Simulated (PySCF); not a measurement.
PySCF input file for B(H)(Et)(NH2) (C2H8BN), SMILES CCBN, PBE-D3(BJ)/def2-SVP. Geometry optimised at PBE-D3(BJ)/def2-SVP. Other conformers were not sampled.

```python
import numpy as np
from pyscf import gto, scf, dft, df
from pyscf.hessian import thermo

mol = gto.M(
    atom='''
    B    -0.62444844    0.37959293    0.45708967
    H    -1.78681591   -0.00356428    0.45601523
    C     0.32663595    0.06823839   -0.76992008
    C     0.33711932   -1.41210520   -1.18717481
    H     1.36540837    0.42439742   -0.58442544
    H    -0.04809325    0.67830408   -1.62581969
    H    -0.68854478   -1.77590170   -1.40466483
    H     0.74367284   -2.05964957   -0.38230270
    H     0.95274767   -1.59094297   -2.09326537
    N    -0.19390956    1.10114824    1.57769505
    H    -0.79860405    1.32399928    2.36836556
    H     0.75730658    1.46055640    1.67935294
    ''',
    basis='def2-SVP',
    charge=0,
    spin=0,
    max_memory=1600,
    verbose=3,
)
mf = dft.RKS(mol, xc='pbe').density_fit(auxbasis='def2-universal-jkfit')
mf.disp = 'd3bj'
mf.grids.level = 3
mf.conv_tol = 1e-11
mf.max_cycle = 100
mf.kernel()

# [left out here: the lines that compute and print the analytic Hessian (its translational invariance restored by hand, since the grid's response is missing), thermochemistry and intensities]
```

Log of the run:

```
converged SCF energy = -160.332030395852

WARN: DFTD3 does not support analytical Hessian, using finite difference


WARN: Mole.unit (angstrom) is changed to Bohr

Mode                                 0                   1                   2
Irrep
Freq [cm^-1]                       68.4607            209.3942            252.2202
Reduced mass [au]                   2.3985              1.1077              1.8982
Force const [Dyne/A]                0.0066              0.0286              0.0711
Char temp [K]                      98.4997            301.2716            362.8886
Normal mode                   x     y     z       x     y     z       x     y     z
       0   B                 0.04 -0.09  0.08   -0.03 -0.02  0.02   -0.10  0.05  0.02
       1   H                 0.09 -0.24  0.14   -0.01 -0.08  0.11   -0.19  0.33 -0.02
       2   C                 0.05 -0.05  0.07   -0.05  0.02 -0.01   -0.06 -0.07  0.08
       3   C                -0.03 -0.00 -0.11    0.02  0.01  0.01    0.08 -0.02 -0.07
       4   H                 0.06 -0.12  0.12   -0.07  0.04  0.04   -0.09 -0.04  0.15
       5   H                 0.09  0.07  0.14   -0.02  0.00 -0.03   -0.02 -0.02  0.09
       6   H                -0.05  0.09 -0.17    0.09  0.11 -0.50    0.12 -0.13 -0.10
       7   H                -0.09 -0.13 -0.18   -0.45 -0.03  0.21    0.18 -0.07 -0.16
       8   H                -0.03  0.07 -0.12    0.46 -0.04  0.32    0.08  0.17 -0.11
       9   N                -0.04  0.11 -0.02    0.04 -0.01 -0.02    0.04  0.02 -0.01
      10   H                -0.06  0.12 -0.04    0.12 -0.02  0.04    0.09  0.25 -0.03
      11   H                -0.09  0.25 -0.07    0.04  0.03 -0.13    0.14 -0.23 -0.02
Mode                                 3                   4                   5
Irrep
Freq [cm^-1]                      371.4468            554.5626            584.6095
Reduced mass [au]                   2.0101              1.1925              1.3981
Force const [Dyne/A]                0.1634              0.2161              0.2815
Char temp [K]                     534.4293            797.8921            841.1230
Normal mode                   x     y     z       x     y     z       x     y     z
       0   B                -0.09 -0.07 -0.02    0.02 -0.03 -0.00    0.05 -0.10  0.02
       1   H                -0.06 -0.16  0.03   -0.02  0.09 -0.11   -0.00  0.05 -0.17
       2   C                 0.03  0.04  0.07    0.01  0.01  0.01    0.02  0.01  0.04
       3   C                -0.02  0.07  0.06   -0.01  0.03  0.01   -0.01  0.05  0.03
       4   H                 0.02 -0.04  0.31   -0.00  0.09 -0.09    0.00  0.19 -0.20
       5   H                 0.24  0.13  0.04   -0.15  0.00  0.07   -0.33 -0.03  0.16
       6   H                -0.05  0.08  0.20   -0.02  0.06  0.01   -0.04  0.15  0.01
       7   H                 0.07  0.07  0.01   -0.05  0.02  0.03   -0.09 -0.00  0.03
       8   H                -0.14  0.04 -0.02   -0.01 -0.01  0.02   -0.02 -0.00  0.03
       9   N                 0.04 -0.05 -0.11    0.03 -0.09  0.03   -0.02  0.04 -0.07
      10   H                 0.21 -0.01  0.02   -0.22  0.68 -0.37   -0.01  0.09 -0.08
      11   H                 0.06 -0.04 -0.34   -0.09  0.27 -0.17    0.18 -0.57  0.21
Mode                                 6                   7                   8
Irrep
Freq [cm^-1]                      721.2589            780.8627            866.8360
Reduced mass [au]                   1.2533              1.7537              1.1101
Force const [Dyne/A]                0.3841              0.6300              0.4915
Char temp [K]                    1037.7310           1123.4876           1247.1840
Normal mode                   x     y     z       x     y     z       x     y     z
       0   B                -0.03  0.07 -0.04   -0.08 -0.01  0.06    0.06 -0.03  0.01
       1   H                -0.00 -0.01 -0.17   -0.05 -0.11 -0.03   -0.01  0.18 -0.49
       2   C                 0.06 -0.02  0.08    0.07  0.04 -0.09   -0.01 -0.01  0.02
       3   C                 0.01 -0.01  0.01    0.02 -0.05 -0.04   -0.05  0.02 -0.01
       4   H                 0.02  0.25 -0.26    0.08  0.05 -0.12    0.10 -0.26 -0.14
       5   H                -0.31 -0.29  0.04    0.08  0.00 -0.12   -0.10  0.20  0.20
       6   H                -0.06  0.23 -0.07   -0.04  0.06  0.06    0.08 -0.32 -0.04
       7   H                -0.08 -0.29 -0.16   -0.06 -0.00  0.04    0.12  0.26  0.10
       8   H                -0.08  0.11 -0.07   -0.04 -0.27 -0.04    0.15  0.08  0.11
       9   N                -0.01 -0.02 -0.00   -0.05  0.03  0.08   -0.03  0.01  0.01
      10   H                 0.18 -0.19  0.19    0.27  0.34  0.23    0.21 -0.06  0.21
      11   H                -0.07  0.21 -0.29    0.10 -0.24 -0.26   -0.03  0.10 -0.30
Mode                                 9                  10                  11
Irrep
Freq [cm^-1]                      892.0643            965.9107           1021.5482
[...]
Freq [cm^-1]                     1389.4692           1424.5727           1430.7271
Reduced mass [au]                   1.5348              1.0488              1.0724
Force const [Dyne/A]                1.7458              1.2541              1.2934
Char temp [K]                    1999.1368           2049.6430           2058.4977
Normal mode                   x     y     z       x     y     z       x     y     z
       0   B                 0.00  0.08  0.14    0.00 -0.01 -0.02   -0.01  0.02  0.04
       1   H                 0.06 -0.07 -0.12    0.00  0.01  0.02    0.00 -0.01 -0.03
       2   C                 0.05  0.01 -0.06   -0.00 -0.00  0.03    0.03 -0.01 -0.03
       3   C                -0.02 -0.01  0.01    0.02 -0.01  0.04    0.04 -0.00 -0.02
       4   H                 0.02 -0.19  0.40   -0.00  0.06 -0.06   -0.00  0.04  0.11
       5   H                -0.37 -0.20 -0.01    0.07 -0.04 -0.03   -0.08 -0.03  0.01
       6   H                -0.03  0.13 -0.15    0.14  0.00 -0.61    0.11 -0.37  0.21
       7   H                 0.20  0.11 -0.01    0.09  0.32  0.25   -0.59 -0.02  0.29
       8   H                 0.00 -0.03  0.02   -0.51 -0.11 -0.31   -0.21  0.41 -0.24
       9   N                -0.01 -0.02 -0.04   -0.00  0.00  0.00    0.00 -0.00 -0.01
      10   H                -0.18 -0.14 -0.16    0.03  0.02  0.02   -0.06 -0.04 -0.04
      11   H                 0.03 -0.10 -0.19   -0.01  0.01  0.03    0.01 -0.03 -0.06
Mode                                21                  22                  23
Irrep
Freq [cm^-1]                     1551.2776           2501.5192           2937.3582
Reduced mass [au]                   1.4453              1.0986              1.0610
Force const [Dyne/A]                2.0492              4.0504              5.3934
Char temp [K]                    2231.9431           3599.1292           4226.2045
Normal mode                   x     y     z       x     y     z       x     y     z
       0   B                -0.01 -0.05 -0.09   -0.09 -0.03 -0.00    0.00 -0.00 -0.00
       1   H                -0.05  0.01  0.06    0.90  0.30  0.01   -0.00  0.00  0.00
       2   C                -0.01  0.01  0.01    0.00 -0.00 -0.00   -0.02 -0.05  0.04
       3   C                -0.00  0.00  0.00    0.00 -0.00  0.00    0.00  0.00 -0.00
       4   H                 0.01 -0.02 -0.03   -0.01 -0.00 -0.00    0.55  0.18  0.11
       5   H                -0.00  0.00  0.01   -0.00  0.01 -0.00   -0.27  0.40 -0.59
       6   H                 0.00  0.00 -0.00   -0.01  0.00  0.00    0.00 -0.00 -0.00
       7   H                 0.00 -0.00 -0.01    0.00 -0.00  0.00    0.00 -0.01  0.00
       8   H                -0.00 -0.01  0.00    0.00  0.00 -0.00   -0.04  0.01  0.06
       9   N                 0.04  0.06  0.10    0.00  0.00  0.00   -0.00 -0.00  0.00
      10   H                -0.46 -0.26 -0.20   -0.01 -0.00  0.00    0.00 -0.00  0.00
      11   H                 0.19 -0.21 -0.51   -0.00 -0.00 -0.00    0.00  0.00  0.00
Mode                                24                  25                  26
Irrep
Freq [cm^-1]                     2961.1689           2983.5321           3041.8603
Reduced mass [au]                   1.0368              1.0998              1.1032
Force const [Dyne/A]                5.3564              5.7680              6.0144
Char temp [K]                    4260.4628           4292.6385           4376.5597
Normal mode                   x     y     z       x     y     z       x     y     z
       0   B                 0.00  0.00 -0.00    0.00  0.00  0.00   -0.00  0.00  0.00
       1   H                -0.01 -0.00  0.00   -0.01 -0.00 -0.00    0.00 -0.00  0.00
       2   C                 0.00 -0.00  0.00    0.07 -0.01  0.05   -0.00  0.00 -0.01
       3   C                -0.00  0.05  0.01   -0.01  0.00 -0.01    0.02  0.02 -0.08
       4   H                 0.00  0.00  0.00   -0.70 -0.24 -0.12    0.01  0.00  0.00
       5   H                -0.02  0.03 -0.04   -0.18  0.31 -0.44    0.03 -0.05  0.06
       6   H                -0.50 -0.16 -0.10    0.11  0.04  0.02   -0.06 -0.02 -0.03
       7   H                 0.21 -0.32  0.42    0.03 -0.05  0.06    0.25 -0.37  0.47
       8   H                 0.33 -0.08 -0.48   -0.01  0.00  0.01   -0.39  0.10  0.55
       9   N                -0.00  0.00  0.00   -0.00 -0.00 -0.00    0.00 -0.00  0.00
      10   H                 0.00  0.00  0.00    0.00 -0.00 -0.00    0.00  0.00 -0.00
      11   H                 0.00  0.00 -0.00   -0.00 -0.00 -0.00   -0.00  0.00 -0.00
Mode                                27                  28                  29
Irrep
Freq [cm^-1]                     3049.1942           3497.5636           3601.5153
Reduced mass [au]                   1.1026              1.0506              1.0972
Force const [Dyne/A]                6.0402              7.5722              8.3847
Char temp [K]                    4387.1116           5032.2153           5181.7786
Normal mode                   x     y     z       x     y     z       x     y     z
       0   B                 0.00  0.00  0.00   -0.00 -0.00 -0.00    0.00  0.00 -0.00
       1   H                -0.00 -0.00  0.00   -0.00  0.00  0.00   -0.01 -0.00  0.00
       2   C                 0.01  0.00  0.01   -0.00 -0.00 -0.00   -0.00 -0.00  0.00
       3   C                 0.09 -0.00  0.02   -0.00  0.00  0.00    0.00  0.00 -0.00
       4   H                -0.11 -0.04 -0.02    0.00  0.00  0.00    0.00  0.00  0.00
       5   H                -0.02  0.04 -0.05    0.00 -0.00  0.00   -0.00 -0.00 -0.00
       6   H                -0.73 -0.25 -0.15    0.00  0.00 -0.00    0.00 -0.00 -0.00
       7   H                -0.14  0.24 -0.30    0.00 -0.00  0.00    0.00 -0.00  0.00
       8   H                -0.16  0.05  0.27    0.00 -0.00 -0.00   -0.00 -0.00  0.00
       9   N                -0.00 -0.00 -0.00    0.03  0.03  0.04    0.07  0.00 -0.04
      10   H                 0.00 -0.00 -0.00    0.36 -0.12 -0.45   -0.45  0.17  0.59
      11   H                -0.00 -0.00 -0.00   -0.73 -0.27 -0.07   -0.53 -0.20 -0.06
temperature 298.1500 [K]
pressure 101325.00 [Pa]
Rotational constants [GHz] 23.08548 3.64325 3.52081
Symmetry number 1
Zero-point energy (ZPE) 0.10242 [Eh]   268914.881 [J/mol]
                           tot       elec      trans        rot        vib
Entropy [J/mol/K]       309.215      0.000    159.148    102.504     47.562
Cv [J/mol/K]             84.294      0.000     12.472     12.472     59.350
Cp [J/mol/K]             92.608      0.000     20.786     12.472     59.350
Internal energy [J/mol]                      3718.434   3718.434 276871.474
Internal energy [Eh]   -160.22374  -160.33203
Enthalpy [J/mol]                             6197.391   3718.434 276871.474
Enthalpy [Eh]          -160.22280
Gibbs free energy [J/mol]                  -41252.664 -26843.233 262690.803
Gibbs free energy [Eh] -160.25791
mode   freq/cm-1   IR/(km/mol)
   1       68.46         6.353
   2      209.39         0.491
   3      252.22         2.020
   4      371.45         0.454
   5      554.56       118.678
   6      584.61        33.589
   7      721.26         5.956
   8      780.86         1.397
   9      866.84         5.380
  10      892.06         9.058
  11      965.91         3.630
  12     1021.55         3.286
  13     1040.76         0.686
  14     1113.31        24.109
  15     1207.89         6.192
  16     1225.23         6.671
  17     1342.84         1.281
  18     1370.08        20.757
  19     1389.47        49.650
  20     1424.57         8.979
  21     1430.73        10.012
  22     1551.28       116.145
  23     2501.52       138.345
  24     2937.36        24.989
  25     2961.17        37.213
  26     2983.53        25.176
  27     3041.86        28.862
  28     3049.19        29.830
  29     3497.56        15.057
  30     3601.52        18.982
max |gradient| / (hartree/bohr): 2.9409542157209076e-05
APT charges: [ 0.6169 -0.1903 -0.1616  0.1115 -0.0586 -0.0184 -0.0169 -0.0273 -0.0449
 -0.5564  0.1769  0.169 ]
```

The calculation finished and met its thresholds.

Cost: roughly 90 core-seconds.
